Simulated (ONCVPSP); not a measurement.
Which change was made? (Pd, ONCV)

palladium (Pd), optimised norm-conserving Vanderbilt (ONCV), made with ONCVPSP 4.0.1 (LDA (Perdew-Zunger), scalar-relativistic). Core [Ar] 3d10, reference 4s2 4p6 4d9.5 (charge +0.5). Waves: 4s: rc 0.95 bohr, ncon 4, nbas 7, qcut 5.5 1/bohr, 2 projectors, debl 4 Ha; 4p: rc 1.70 bohr, ncon 3, nbas 8, qcut 10 1/bohr, 2 projectors, debl 2.6 Ha; 4d: rc 1.95 bohr, ncon 3, nbas 7, qcut 6.6 1/bohr, 2 projectors, debl 1.9 Ha. Local part: polynomial inside 0.65 bohr (lpopt 5, dvloc0 6 Ha). Core correction: Teter function fitted to the true core (icmod 2), fcfact 0.25.

Cutoffs, loose and tight: the cutoffs (Ha) at which the residual kinetic energy of the hardest occupied pseudo-wave falls to 1 and 0.1 mHa per electron. They do not see the model core or the augmentation charge, which bear on the density cutoff. Test errors are all-electron minus pseudo excitation energies from the reference, over the configurations 4s2 4p6 4d10; 4s2 4p6 4d9; 4s2 4p6 4d8; 4s1 4p6 4d10; variants that change the core or the reference have their own tests.

The base gives: outcome: generated; cutoff, loose: 130 Ha; cutoff, tight: 151 Ha; bound ghosts: none; GHOST(+) flags above zero: s, d; largest test error (meV): -218.

Q: After one change the result is: outcome: generated; cutoff, loose: 136 Ha; cutoff, tight: 178 Ha; bound ghosts: none; GHOST(+) flags above zero: s, p, d; largest test error (meV): -435. Which change was it?
A. s: qcut 6.6; p: qcut 11.9; d: qcut 7.9
B. s: qcut 3.5; p: qcut 6.4; d: qcut 4.2
C. s: qcut 4.6; p: qcut 8.4; d: qcut 5.5
D. s: qcut 4.1; p: qcut 7.5; d: qcut 4.9
E. s: qcut 7.6; p: qcut 13.7; d: qcut 9.1

A: D. The others give: s: qcut 6.6; p: qcut 11.9; d: qcut 7.9 → outcome: generated; cutoff, loose: 120 Ha; cutoff, tight: 141 Ha; bound ghosts: s; GHOST(+) flags above zero: p; largest test error (meV): -136 | s: qcut 4.6; p: qcut 8.4; d: qcut 5.5 → outcome: generated; cutoff, loose: 134 Ha; cutoff, tight: 172 Ha; bound ghosts: none; GHOST(+) flags above zero: s, p, d; largest test error (meV): -340 | s: qcut 3.5; p: qcut 6.4; d: qcut 4.2 → outcome: generated; bound ghosts: none; GHOST(+) flags above zero: s; largest test error (meV): -577 | s: qcut 7.6; p: qcut 13.7; d: qcut 9.1 → outcome: failed: ERROR pspot: first pseudo wave function has node, program will stop.
